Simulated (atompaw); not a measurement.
# Ag: one change to a PAW (atompaw) potential, before and after

silver, PAW, made with atompaw 4.2.0.5 (PBE, scalar-relativistic). Core [Ar] 3d10, reference 4s2 4p6 4d10 5s1 5p0. Waves: 4s (bound): rc 1.60 bohr; 5s (bound): rc 2.15 bohr; 4p (bound): rc 1.50 bohr; 5p (bound, empty): rc 1.65 bohr; 4d (bound): rc 2.15 bohr; 4d channel at -0.1 Ry: rc 2.15 bohr. Local part: bessel scheme, radius 2.05 bohr. Core correction: smooth core density matched at 2.00 bohr. Augmentation charge: gaussian compensation charge, radius 1.90 bohr; PAW radius 2.15 bohr; waves and projectors: custom rrkj vanderbiltortho.

Change: all radii scaled by about 1.20 (s 1.92, p 1.80, d 2.58 bohr); local potential bessel scheme, radius 2.46 bohr; augmentation gaussian compensation charge, radius 2.28 bohr; PAW radius 2.58 bohr; waves and projectors: custom rrkj vanderbiltortho; core correction smooth core density matched at 2.40 bohr.

Cutoffs: the cutoffs (Ry, on a coarse ladder) from which the occupation-weighted sum of valence levels, in a spherical-Bessel basis at the reference potential, stays within 10 and 1 mRy of its value at 400 Ry; they do not see the model core or the augmentation charge, which bear on the density cutoff.

What does the change do?

The potential gets softer (40 Ry and 70 Ry → 30 Ry and 45 Ry); neither file shows a bound ghost. A larger radius leaves more room for a smooth pseudo-wave, so fewer plane waves are needed.

| quantity | base | changed |
| --- | --- | --- |
| cutoff, loose | 40 Ry | 30 Ry |
| cutoff, tight | 70 Ry | 45 Ry |
| loose cutoff by channel (10 mRy a level) | s 21 Ry, p 30 Ry, d 18 Ry | s 15 Ry, p 25 Ry, d 12 Ry |
| bound ghosts | none | none |
| lowest overlap eigenvalue by channel | s 0.46, p 0.10, d 1.00 | s 0.52, p 0.42, d 0.20 |

 The cutoffs see the waves, projectors and local potential, not the compensation charge or the core.
